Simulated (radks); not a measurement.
V III, 21 electrons, occupied as [Ar] 3d3 (the NIST ground configuration). All-electron calculation, non-relativistic Kohn-Sham, SCAN, spin-unpolarised, spherical densities, point nucleus; meta-GGA in the generalised Kohn-Sham scheme. Program: a radial shooting solver on a logarithmic mesh with Libxc functionals.

Unscreened Slater integrals over Kohn-Sham orbitals (eV).

| integral | value |
|---|---|
| F0(3d,3d) | 19.219 |
| F2(3d,3d) | 8.8185 |
| F4(3d,3d) | 5.4720 |
| F0(3d,3p) | 21.342 |
| F2(3d,3p) | 10.016 |
| G1(3d,3p) | 12.480 |
| G3(3d,3p) | 7.5066 |
| F0(3d,3s) | 21.888 |
| G2(3d,3s) | 9.4149 |
| F0(3d,2p) | 27.130 |
| F2(3d,2p) | 4.5837 |
| G1(3d,2p) | 3.1789 |
| G3(3d,2p) | 1.7982 |
| F0(3p,3p) | 24.162 |
| F2(3p,3p) | 12.144 |
| F0(3p,3s) | 24.864 |
| G1(3p,3s) | 16.547 |
| F0(3p,2p) | 32.841 |
| F2(3p,2p) | 6.2892 |
| G0(3p,2p) | 2.4425 |
| G2(3p,2p) | 2.5343 |
| F0(3s,3s) | 25.638 |
| F0(3s,2p) | 34.091 |
| G1(3s,2p) | 2.7112 |
| F0(2p,2p) | 90.528 |
| F2(2p,2p) | 42.567 |

Derived for the open shells (J is the average intra-shell exchange parameter used in DFT+U). 3d: Racah B = F2/49 - 5 F4/441 = 0.1179 eV, C = 35 F4/441 = 0.4343 eV, C/B = 3.68, F4/F2 = 0.621, J = (F2 + F4)/14 = 1.021 eV.
